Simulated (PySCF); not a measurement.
**Mass spectrum arithmetic for [Y(H2O)6]3+**

Species: [Y(H2O)6]3+ (`[OH2]->[Y+3](<-[OH2])(<-[OH2])(<-[OH2])(<-[OH2])<-[OH2]`).

Calculated from tabulated atomic weights, isotope masses and abundances; no fragmentation.

Find the molar and monoisotopic masses of [H12O6Y]3+.

For [H12O6Y]3+, with standard atomic weights, 1 × 88.906 + 6 × 15.999 + 12 × 1.008 = 196.996 g/mol. From the most abundant isotopes (89Y, 16O, 1H), 1 × 88.905848 + 6 × 15.994915 + 12 × 1.007825 = 196.9692 u for neutral atoms; the ion's mass is 196.9676 u once 3 electron masses (0.000549 u) are taken off.

Give the isotope pattern of the ion itself, merging species of the same nominal mass.

```
nominal mass  m/z (centroid)  relative intensity
         197         65.6559               100.0
         198         65.9909                 0.4
         199         66.3239                 1.2
```

Lines under 0.1 % of the tallest are left out. Abundances used (%; other tables differ somewhat): 16O 99.757, 17O 0.038, 18O 0.205; 1H 99.9885, 2H 0.0115.

Protons, neutrons, electrons, and exact less nominal mass of the monoisotopic species?

99 protons, 98 neutrons and 96 electrons; 196.9692 − 197 = -0.0308 u, electron masses as for neutral atoms.

What resolving power m/Δm just matches the spacing of the species with one 17O and with one 2H?

They lie 0.00206 u apart at mass 197.97, so m/Δm is about 96000.

List the species in which a single atom is changed from its most abundant isotope.

Intensity in % of the monoisotopic species:

| isotope | mass shift (u) | m/z | intensity (%) |
| --- | --- | --- | --- |
| 17O | +1.00422 | 65.9906 | 0.23 |
| 2H | +1.00628 | 65.9913 | 0.14 |
| 18O | +2.00425 | 66.3239 | 1.23 |

Species under 0.02 % are left out.

What is the composition by mass?

Y 45.13 %, O 48.73 %, H 6.14 %.

What share of all these ions is the monoisotopic species?

1 × 0.99757^6 × 0.999885^12 = 98.41 %.
